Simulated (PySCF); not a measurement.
Mg(F)(OH) (FHMgO), SMILES [Mg]([OH])[F].

The structure is a stationary point at PBE-D3(BJ)/def2-TZVP. The values are those of a single conformer.

Calculation: PySCF with CAM-B3LYP/def2-TZVPD.

Gas-phase values at a fixed geometry.

```yaml
total_energy: -375.89795 hartree
point_group: Cs
highest_occupied_level: -9.85 eV
lowest_empty_level: -0.89 eV
orbital_gap: 8.96 eV
dipole_moment: 1.96 D
quadrupole, principal values (traceless, Buckingham form, about the centre of nuclear charge): -13.06, 5.52, 7.54 D·Å
mean_static_polarisability: 24.2 bohr³ (3.58 Å³)
polarisability_principal_values: 22.3, 22.9, 27.3 bohr³
```
